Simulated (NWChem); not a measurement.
SbF3; SMILES [F][Sb]([F])[F]

Computed with NWChem. Geometry: optimised at PBE0/def2-SVP. def2 effective core potentials on Sb; no spin-orbit coupling. B3LYP is NWChem's, with the RPA form of VWN correlation.

Problem. Order these by “dipole (D)”, lowest first: LC-wPBE (HJS exchange hole, range parameter 0.4 per bohr)/def2-TZVP; PBE/def2-TZVP; BHandHLYP/def2-TZVP; TPSSh/def2-TZVP.

Solution. PBE/def2-TZVP (3.74), TPSSh/def2-TZVP (3.83), LC-wPBE (HJS exchange hole, range parameter 0.4 per bohr)/def2-TZVP (4.00), BHandHLYP/def2-TZVP (4.27)
